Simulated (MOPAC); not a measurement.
MOPAC input (PM3):

```
PM3 1SCF GEO-OK AUX(PRECISION=9) THREADS=1
C4H8O

C    -2.29442300 1   -0.25118900 1   -0.06811700 1
C    -0.88478300 1    0.32187400 1   -0.17788400 1
C     0.18262400 1   -0.67248600 1    0.25615400 1
C     1.59628300 1   -0.16680500 1    0.17106300 1
O     1.91635800 1    0.93122600 1   -0.20432100 1
H    -2.41174300 1   -1.13901100 1   -0.69443700 1
H    -3.04163400 1    0.47833700 1   -0.38406600 1
H    -2.52644200 1   -0.53997000 1    0.96000800 1
H    -0.79692300 1    1.22553700 1    0.42908500 1
H    -0.68363700 1    0.63387400 1   -1.20498400 1
H     0.02375900 1   -1.00434300 1    1.29108200 1
H     0.13676500 1   -1.59454400 1   -0.33894900 1
H     2.37078000 1   -0.89805100 1    0.48952700 1
```

Output:

```
 *******************************************************************************
 **                                                                           **
 **                              MOPAC v23.2.5                                **
 **                                                                           **
 *******************************************************************************
 ** MOPAC's Digital Object Identifier: https://doi.org/10.5281/zenodo.6511958 **
 **                                                                           **
 ** Please cite the open-source release paper for use of this MOPAC version:  **
 ** J. E. Moussa and J. J. P. Stewart (2026)                                  **
 ** MOPAC: An open-source semiempirical molecular orbital program             **
 ** J. Open Source Softw., 11(119), 8025, https://doi.org/10.21105/joss.08025 **
 *******************************************************************************

                              PM3 CALCULATION RESULTS

 *******************************************************************************
 *  PM3        - The PM3 Hamiltonian to be used
 *  GEO-OK     - OVERRIDE INTERATOMIC DISTANCE AND OTHER SAFETY CHECKS
 *  1SCF       - DO 1 SCF AND THEN STOP
 *  AUX        - OUTPUT AUXILIARY INFORMATION
 *******************************************************************************
PM3 1SCF GEO-OK AUX(PRECISION=9) THREADS=1
 C4H8O

   ATOM   CHEMICAL          X               Y               Z
  NUMBER   SYMBOL      (ANGSTROMS)     (ANGSTROMS)     (ANGSTROMS)

     1       C         -2.29442300  *  -0.25118900  *  -0.06811700  *
     2       C         -0.88478300  *   0.32187400  *  -0.17788400  *
     3       C          0.18262400  *  -0.67248600  *   0.25615400  *
     4       C          1.59628300  *  -0.16680500  *   0.17106300  *
     5       O          1.91635800  *   0.93122600  *  -0.20432100  *
     6       H         -2.41174300  *  -1.13901100  *  -0.69443700  *
     7       H         -3.04163400  *   0.47833700  *  -0.38406600  *
     8       H         -2.52644200  *  -0.53997000  *   0.96000800  *
     9       H         -0.79692300  *   1.22553700  *   0.42908500  *
    10       H         -0.68363700  *   0.63387400  *  -1.20498400  *
    11       H          0.02375900  *  -1.00434300  *   1.29108200  *
    12       H          0.13676500  *  -1.59454400  *  -0.33894900  *
    13       H          2.37078000  *  -0.89805100  *   0.48952700  *

          CARTESIAN COORDINATES

    NO.       ATOM           X           Y           Z

     1         C         -2.2944     -0.2512     -0.0681
     2         C         -0.8848      0.3219     -0.1779
     3         C          0.1826     -0.6725      0.2562
     4         C          1.5963     -0.1668      0.1711
     5         O          1.9164      0.9312     -0.2043
     6         H         -2.4117     -1.1390     -0.6944
     7         H         -3.0416      0.4783     -0.3841
     8         H         -2.5264     -0.5400      0.9600
     9         H         -0.7969      1.2255      0.4291
    10         H         -0.6836      0.6339     -1.2050
    11         H          0.0238     -1.0043      1.2911
    12         H          0.1368     -1.5945     -0.3389
    13         H          2.3708     -0.8981      0.4895

  H: (PM3): J. J. P. STEWART, J. COMP. CHEM. 10, 209 (1989).
  C: (PM3): J. J. P. STEWART, J. COMP. CHEM. 10, 209 (1989).
  O: (PM3): J. J. P. STEWART, J. COMP. CHEM. 10, 209 (1989).

           Empirical Formula: C4 H8 O  =    13 atoms

      MOLECULAR POINT GROUP   :   Cs

      RHF CALCULATION, NO. OF DOUBLY OCCUPIED LEVELS = 15

 -------------------------------------------------------------------------------
 PM3 1SCF GEO-OK AUX(PRECISION=9) THREADS=1
 C4H8O

     1SCF WAS SPECIFIED, SO BFGS WAS NOT USED
     SCF FIELD WAS ACHIEVED

                              PM3 CALCULATION
                                                       MOPAC v23.2.5 Linux

          FINAL HEAT OF FORMATION =        -53.50409 KCAL/MOL =    -223.86110 KJ/MOL

          COSMO AREA              =        120.23 SQUARE ANGSTROMS
          COSMO VOLUME            =        105.93 CUBIC ANGSTROMS

          IONIZATION POTENTIAL    =         10.595409 EV
          HOMO LUMO ENERGIES (EV) =        -10.595  0.886
          NO. OF FILLED LEVELS    =         15
          MOLECULAR WEIGHT        =         72.1066         POINT GROUP:  Cs

          MOLECULAR DIMENSIONS (Angstroms)

            Atom       Atom       Distance
            H    13    H     7     5.65260
            O     5    H     8     3.07425
            H     6    H     9     2.32527

          SCF CALCULATIONS        =          1

   ATOM   CHEMICAL          X               Y               Z
  NUMBER   SYMBOL      (ANGSTROMS)     (ANGSTROMS)     (ANGSTROMS)

     1       C         -2.29442300  *  -0.25118900  *  -0.06811700  *
     2       C         -0.88478300  *   0.32187400  *  -0.17788400  *
     3       C          0.18262400  *  -0.67248600  *   0.25615400  *
     4       C          1.59628300  *  -0.16680500  *   0.17106300  *
     5       O          1.91635800  *   0.93122600  *  -0.20432100  *
     6       H         -2.41174300  *  -1.13901100  *  -0.69443700  *
     7       H         -3.04163400  *   0.47833700  *  -0.38406600  *
     8       H         -2.52644200  *  -0.53997000  *   0.96000800  *
     9       H         -0.79692300  *   1.22553700  *   0.42908500  *
    10       H         -0.68363700  *   0.63387400  *  -1.20498400  *
    11       H          0.02375900  *  -1.00434300  *   1.29108200  *
    12       H          0.13676500  *  -1.59454400  *  -0.33894900  *
    13       H          2.37078000  *  -0.89805100  *   0.48952700  *

                             CARTESIAN COORDINATES

   1    C       -2.294423000    -0.251189000    -0.068117000
   2    C       -0.884783000     0.321874000    -0.177884000
   3    C        0.182624000    -0.672486000     0.256154000
   4    C        1.596283000    -0.166805000     0.171063000
   5    O        1.916358000     0.931226000    -0.204321000
   6    H       -2.411743000    -1.139011000    -0.694437000
   7    H       -3.041634000     0.478337000    -0.384066000
   8    H       -2.526442000    -0.539970000     0.960008000
   9    H       -0.796923000     1.225537000     0.429085000
  10    H       -0.683637000     0.633874000    -1.204984000
  11    H        0.023759000    -1.004343000     1.291082000
  12    H        0.136765000    -1.594544000    -0.338949000
  13    H        2.370780000    -0.898051000     0.489527000

           Empirical Formula: C4 H8 O  =    13 atoms

      MOLECULAR POINT GROUP   :   Cs

                  EIGENVALUES
 -39.31486 -35.47120 -28.65683 -22.70784 -20.04424 -17.10976 -16.63218 -16.29502
 -14.50972 -14.25770 -13.60011 -12.97378 -12.51673 -11.75113 -10.59541   0.88585
   2.46882   3.54999   3.59285   3.64923   3.89475   4.13596   4.16457   4.34233
   4.74905   4.86630   4.88221   6.86403

              NET ATOMIC CHARGES AND DIPOLE CONTRIBUTIONS

  ATOM NO.   TYPE          CHARGE      No. of ELECS.   s-Pop       p-Pop
    1          C          -0.106630        4.1066     1.13765     2.96898
    2          C          -0.085149        4.0851     1.15157     2.93358
    3          C          -0.180855        4.1809     1.17299     3.00786
    4          C           0.277718        3.7223     1.20209     2.52019
    5          O          -0.311248        6.3112     1.85801     4.45323
    6          H           0.036236        0.9638     0.96376
    7          H           0.042012        0.9580     0.95799
    8          H           0.036236        0.9638     0.96376
    9          H           0.058161        0.9418     0.94184
   10          H           0.058161        0.9418     0.94184
   11          H           0.069320        0.9307     0.93068
   12          H           0.069320        0.9307     0.93068
   13          H           0.036717        0.9633     0.96328
 DIPOLE           X         Y         Z       TOTAL
 POINT-CHG.    -0.773    -1.733     0.574     1.983
 HYBRID        -0.120    -0.415     0.142     0.455
 SUM           -0.893    -2.148     0.716     2.434

          ATOMIC ORBITAL ELECTRON POPULATIONS

     Atom    s        px        py        pz
    1  C   1.13765   0.95885   1.00266   1.00747
    2  C   1.15157   0.93353   0.97634   1.02371
    3  C   1.17299   0.97729   1.00438   1.02619
    4  C   1.20209   0.90381   0.87585   0.74052
    5  O   1.85801   1.84963   1.28350   1.32011
    6  H   0.96376
    7  H   0.95799
    8  H   0.96376
    9  H   0.94184
   10  H   0.94184
   11  H   0.93068
   12  H   0.93068
   13  H   0.96328

 **********************
 *                    *
 * JOB ENDED NORMALLY *
 *                    *
 **********************

 == MOPAC DONE ==
```

The geometry given is a B3LYP-D3(BJ)/def2-TZVP minimum.
